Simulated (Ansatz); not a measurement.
`[F][Ga]([SH])[SeH]` + `[SiH3][TeH]` → `[SeH][SiH2][TeH]` + `[F][GaH][SH]`  (formal exchange of groups at the Se–Ga bond)

Isolated molecules relaxed with PBE0-D4/def2-TZVP in Ansatz; ΔE leaves out vibrations. CBS: MP2 limit from def2 TZ/QZ plus the TZ coupled-cluster correction, frozen cores. Functionals use def2-TZVPP. def2 core potentials past Kr. For Ga, Se, Te outer-core shells are correlated without core-valence functions, which leaves a few kJ/mol of doubt a bond. Scalar relativity is left out up to krypton. Each species was taken in one conformer, which may not be the lowest.

```json
{"level": "r2SCANh-D4", "ΔE (kJ/mol)": "36.8"}
{"level": "BHLYP", "ΔE (kJ/mol)": "42.6"}
```

Problem. What does CCSD(T)/CBS give? (An estimate is asked.)

Solution. Ansatz gave: +36.2 kJ/mol. The listed levels differ from it by 0.6, 6.4 kJ/mol.

Largest T1 diagnostic among the species: 0.014.

At CCSD(T), def2-SVP lies +13.4 kJ/mol from the extrapolated value and def2-TZVPP +5.0 kJ/mol. Leaving LDA and LC-ωPBE aside and taking each functional with its dispersion term where it has one, the values, not all of them listed here, spread over 10.7 kJ/mol, from B97M-V to B2PLYP. LDA lies −4.3 kJ/mol from PBE without D4.
